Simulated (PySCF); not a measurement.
Stepwise substitution at one centre (In CH3-OH). Gas-phase values, no solvent. One relaxed conformer stands for each flexible species; it need not be the lowest. Strings in code marks are SMILES.

Level of theory: B3LYP-D3(BJ)/def2-TZVP in PySCF 2.14.0. B3LYP has the VWN-RPA correlation part, as in Gaussian. Excitations are Tamm–Dancoff values on a coarser integration grid. The basis has no diffuse functions, so Rydberg states are missing or too high.

```
species                                                                                            S1 excitation (TDA) (eV)  T1 excitation (TDA) (eV)  LUMO (eV)
-------------------------------------------------------------------------------------------------  ------------------------  ------------------------  ---------
0 of 3 CH3 replaced by OH                                                                                              4.50                         ?      -1.18
1 of 3 CH3 replaced by OH (`[CH3][In]([CH3])[OH]` (C–In–O–H torsion 0°))                                               5.08                      4.86      -1.03
2 of 3 CH3 replaced by OH (`[CH3][In]([OH])[OH]` (O–In–O–H torsion 180°, O–In–O–H torsion -180°))                         ?                      4.56          ?
3 of 3 CH3 replaced by OH (`[In]([OH])([OH])[OH]`)                                                                     4.75                      4.37      -2.37
```

Task: Fill in the missing entries.

Result: 
- 0 of 3 CH3 replaced by OH, T1 excitation (TDA) (eV): 4.28
- 2 of 3 CH3 replaced by OH (`[CH3][In]([OH])[OH]` (O–In–O–H torsion 180°, O–In–O–H torsion -180°)), S1 excitation (TDA) (eV): 5.15
- 2 of 3 CH3 replaced by OH (`[CH3][In]([OH])[OH]` (O–In–O–H torsion 180°, O–In–O–H torsion -180°)), LUMO (eV): -1.44
